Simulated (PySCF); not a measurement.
Computed with PySCF, PBE0, basis Ni def2-TZVP, H def2-TZVP (no relativity, density fitting). Open shells, if any, are unrestricted.

**Question.** What spin state, shape and geometry does isolated NiH₂ take (every ligand bound to Ni)?

**Answer.** Formally Ni is in oxidation state +2, d8, with 2 unpaired electrons (the high-spin count). The Mulliken spin on Ni is 1.68. The polar-tensor charge on Ni, 0.67, is far below the formal one. The lowest minimum found is a triplet of C2v symmetry with Ni–H 1.539 Å (×2); H–Ni–H 130.8°. Its harmonic wavenumbers are 640 (a1), 1734 (b2), 1840 (a1) cm⁻¹ and its dipole moment is 1.99 D.

Other isomers or separated fragments may lie lower. Open d and f shells are described by one determinant, and the ground state may have another occupation or spin.
